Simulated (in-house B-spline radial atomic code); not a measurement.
Atomic self-consistent-field run: Ho X (Ho9+) (with a hole in an inner shell). Method: Dirac-Hartree-Fock, average of the jj configuration, Fermi nucleus of rms radius 5.2022 fm. Calculated with a B-spline radial code for spherical atoms.

In the input, a minus or plus after the letter marks the j = l - 1/2 or j = l + 1/2 subshell.

Command:
```bash
python run_scf.py task.json out
```
Settings (nuclear radius in fm, mass in u):
```
Z                67
configuration    1s2 2s2 2p6 3s2 3p6 3d-3 3d+6 4s2 4p6 4d10 4f10 5s2 5p1
hamiltonian      dirac
method           hf
spin_polarised   False
nucleus          fermi
rms_radius       5.2022
atomic_mass      164.93033
speed_of_light   137.035999084
```

Output (hartree, bohr):
```
 radial grid: 66 intervals, B-splines of order 8, outer radius 14.9485 bohr

 iter        energy (Eh)    residual
    1      -12468.950219    1.90e+00
    2      -12511.801296    1.80e+00
    3      -12545.133098    3.75e-01
    4      -12547.243975    1.30e-01
    5      -12547.321572    4.17e-02
    6      -12547.343147    1.75e-02
    7      -12547.346857    8.05e-04
    8      -12547.346861    1.55e-04
    9      -12547.346861    1.04e-05
   10      -12547.346861    5.46e-07

 total energy                    -12547.34686
 kinetic                           13807.1764
 electron-nucleus                 -30648.6845
 electron-electron                  4294.1612

 first-order corrections (not in the total)
   Gaunt                            13.4797
   retardation                      -1.4215
   frequency dependence             -0.2003
   self-energy                       9.6302
   Uehling                          -1.6257
   Wichmann-Kroll                    0.0553
   recoil                            0.0267

 orbital      occ     eigenvalue          <r>       <r^2>       <1/r>       r_max    small
 1s1/2      2.000     -2064.2100     0.020736 0.000588086     76.0363     0.01312  6.27e-02
 2s1/2      2.000      -356.3193    0.0874015  0.00908388     18.2811      0.0747  1.40e-02
 2p1/2      2.000      -338.6542    0.0729108  0.00658142     18.2141     0.05629  1.40e-02
 2p3/2      4.000      -307.2103    0.0800537  0.00780139     15.8843     0.06238  1.29e-02
 3s1/2      2.000       -86.5825      0.22766   0.0593705     6.73429      0.2103  4.56e-03
 3p1/2      2.000       -78.7430     0.217745   0.0551702     6.63094      0.1982  4.48e-03
 3p3/2      4.000       -72.1920     0.230749   0.0617709     6.04844      0.2106  4.19e-03
 3d3/2      3.000       -59.4159     0.205031    0.049588       5.891      0.1668  4.01e-03
 3d5/2      6.000       -57.9977     0.207569   0.0504873       5.775        0.17  3.96e-03
 4s1/2      2.000       -22.5176      0.51364    0.297588     2.80743      0.4803  1.45e-03
 4p1/2      2.000       -19.3723     0.523724    0.311902     2.69606      0.4834  1.37e-03
 4p3/2      4.000       -17.8251     0.551598    0.345698     2.50566      0.5089  1.27e-03
 4d3/2      4.000       -12.6261     0.575147    0.383404     2.32223      0.5124  1.13e-03
 4d5/2      6.000       -12.3707     0.585421    0.395957     2.25136       0.519  1.07e-03
 4f5/2      4.286        -6.0855     0.668625    0.542211     1.84937      0.4979  7.55e-04
 4f7/2      5.714        -6.0717     0.671242    0.546303     1.84129      0.4997  7.51e-04
 5s1/2      2.000        -6.9295      1.15905     1.49461     1.15265        1.08  3.61e-04
 5p1/2      0.333        -6.0667      1.23678      1.7057     1.07059       1.147  3.21e-04
 5p3/2      0.667        -5.7885      1.29278     1.86111     1.01228       1.203  2.98e-04
```

Cost of the run: 1.5 s on 1 thread of Arm Neoverse V1, on a shared host.

For the Dirac Hamiltonian the kinetic term is c α·p + (β - 1)c².
